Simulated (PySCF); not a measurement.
## Circular dichroism: `FC1(F)[C@@H]2[C@@H](Cl)C[C@@H]21`, C5H5ClF2

Geometry:
```tsv
atom	x (Å)	y (Å)	z (Å)
F1	1.325	1.220	1.145
C2	1.288	0.602	-0.052
F3	2.433	0.879	-0.701
C4	0.035	0.503	-0.853
C5	-1.136	0.389	0.115
Cl6	-2.675	0.075	-0.706
C7	-0.499	-0.874	0.729
C8	0.676	-0.740	-0.235
H9	-0.029	0.832	-1.876
H10	-1.291	1.238	0.782
H11	-1.089	-1.768	0.550
H12	-0.247	-0.803	1.786
H13	1.206	-1.553	-0.702
```

Level of theory: PySCF, TDDFT LC-wPBE/aug-cc-pVDZ circular dichroism and optical rotation, one conformer, gas phase. Geometry: GFN2-xTB.

(1) What are the CIP labels of the stereocentres?

(2) List the lowest 8 singlet excitations with oscillator and rotatory strengths.

## Answers

(1) C4 R, C5 S, C8 S.

(2) Rotatory strengths R in 10⁻⁴⁰ esu² cm², velocity form and length form (origin at the centre of mass); f in length form.
```csv
state,E (eV),λ (nm),f,R (velocity),R (length),main
1,7.50,165,2e-05,-0.3,-0.2,HOMO−1→LUMO+5 0.47
2,7.57,164,0.002,-2.8,-2.8,"HOMO−2→LUMO+5 0.27, HOMO→LUMO+5 0.26"
3,8.20,151,0.007,+12.7,+12.5,"HOMO→LUMO 0.53, HOMO−2→LUMO+5 0.10"
4,8.31,149,0.024,-6.4,-5.8,"HOMO−1→LUMO 0.37, HOMO−1→LUMO+1 0.15"
5,8.44,147,0.019,-18.5,-17.8,"HOMO→LUMO+3 0.14, HOMO→LUMO 0.12"
6,8.48,146,0.007,+18.3,+17.5,HOMO→LUMO+1 0.37
7,8.58,144,0.038,-53.7,-53.3,"HOMO−2→LUMO 0.13, HOMO−2→LUMO+1 0.10"
8,8.62,144,0.022,+1.3,+1.8,"HOMO−1→LUMO+1 0.23, HOMO→LUMO+2 0.09"
```

Among the states computed, the strongest CD band (largest |R|) is state 7. The largest dissymmetry factor in size, g = 4R/(D+G), with D and G the electric and magnetic dipole strengths, is +0.032 for state 6 (velocity form, f = 0.007), among bands with |R| over 0.5. The mirror image has the same energies and oscillator strengths and all R with the opposite sign.
